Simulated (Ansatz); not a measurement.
Basis-set extrapolation for C2H9NOSi (`CN[SiH2]OC`) (PBE0-D4/def2-TZVP geometry, frozen core, the Gaussian-basis code of Ansatz). Multiplicity 1, RHF reference.

```json
{"": "HF", "def2-TZVPP": "-499.378285", "def2-QZVPP": "-499.398407"}
{"": "MP2 correlation", "def2-TZVPP": "-0.926072", "def2-QZVPP": "-0.992308"}
{"": "CCSD(T) correlation", "def2-TZVPP": "-1.010874", "def2-QZVPP": "not run"}
```

Energies in hartree. Use E(X) = E(∞) + A·exp(−7.88·√X) for Hartree–Fock and E(X) = E(∞) + B·X^(−2.97) for correlation, with X = 3 and 4, and add CCSD(T) minus MP2 of the smaller set to the MP2 limit.

Problem. What is the CCSD(T) energy at the basis-set limit?

Solution. HF limit: -499.398407 + (-0.020122) × 0.13774 = -499.40118. MP2 limit: -0.992308 + (-0.066236) × 0.74074 = -1.04137. Higher-order term: -1.010874 − (-0.926072) = -0.08480. Total: -500.52735 hartree, 86.7 kcal/mol below CCSD(T)/def2-TZVPP.
